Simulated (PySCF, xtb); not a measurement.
CH10N2Si3, SMILES [SiH3][Si@@]1(N)[SiH2]CN1.

xtb with GFN2-xTB at its own geometry gives an orbital gap of 3.24 eV and a dipole moment of 1.35 D.

Coordinates come from a PBE0-D3(BJ)/def2-SVP optimisation. The structure was generated by enumeration; whether it is a known compound was not checked. One conformer was computed; it need not be the lowest.

Q: What does r2SCAN/def2-TZVP (PySCF) give? (An estimate is asked for; the answer gives what the named calculation found.)

A: gap 4.69 eV (levels -5.43 and -0.74 eV), dipole 1.51 D.
